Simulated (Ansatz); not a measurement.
Reaction (cleavage of the Si–B bond): `CB[SiH3]` + `OB(O)Br` → `OB(Br)O[SiH3]` + `BC`

Gas-phase electronic energies from Ansatz, PBE0-D4/def2-TZVP geometries. CCSD(T)/CBS is the MP2 limit (def2-TZVPP, def2-QZVPP) plus CCSD(T) − MP2 in def2-TZVPP, frozen cores. This one scheme is used for every species. For Br outer-core shells are correlated without core-valence functions, which leaves a few kJ/mol of doubt a bond. Scalar relativity is left out up to krypton. One conformer a species, not always the lowest.

`CB[SiH3]`:

Cartesian coordinates in Å:
```
C -1.176 -1.054 0.008
B 0.174 -0.473 -0.483
Si 0.988 1.246 0.194
H -0.865 -1.757 0.803
H -1.707 -1.666 -0.726
H -1.860 -0.348 0.481
H 0.809 -1.096 -1.291
H 2.413 1.062 0.590
H 0.260 1.850 1.347
H 0.965 2.237 -0.923
```

`OB(O)Br`:

Z-matrix (Å, degrees):
```
B
O 1 1.347
Br 1 1.936 2 117.8
O 1 1.354 2 121.5 3 -180.0
H 2 0.962 1 112.1 3 180.0
H 4 0.960 1 113.7 2 -180.0
```

`OB(Br)O[SiH3]`:

```xyz
9

O     0.992   -2.210    0.100
B     0.327   -1.063    0.335
Br   -0.655   -0.846    2.018
O     0.334   -0.077   -0.571
Si   -0.342    1.436   -0.644
H     0.921   -2.847    0.813
H     0.173    2.272    0.466
H     0.068    2.001   -1.949
H    -1.819    1.333   -0.568
```

`BC`:

Cartesian coordinates in Å:
```
B -0.403 -0.485 0.613
C 0.371 0.372 -0.419
H -0.370 -1.682 0.568
H -1.106 0.029 1.437
H 1.250 -0.106 -0.854
H -0.350 0.485 -1.249
H 0.609 1.387 -0.095
```

| species | CCSD/def2-SVP energy (Eh) |
| --- | --- |
| `CB[SiH3]` | -355.78327 |
| `OB(O)Br` | -2748.39437 |
| `OB(Br)O[SiH3]` | -3038.54688 |
| `BC` | -65.66643 |

(1) Work out ΔE.

Largest T1 diagnostic among the species: 0.012.

Answers

(1) ΔE = (-3038.54688) + (-65.66643) − (-355.78327) − (-2748.39437) = -0.03567 Eh = -93.7 kJ/mol. CCSD(T)/CBS gives -109.4 kJ/mol.

From BLYP to BHLYP (50 % exact exchange), in def2-TZVPP and without D4, ΔE moves by −16.5 kJ/mol. At CCSD(T), def2-SVP lies +17.3 kJ/mol from the extrapolated value and def2-TZVPP +2.1 kJ/mol. In def2-TZVPP, CCSD(T) changes the Hartree–Fock value by +21.9 kJ/mol (the triples alone add +2.1 kJ/mol) and MP2 by +12.8 kJ/mol.
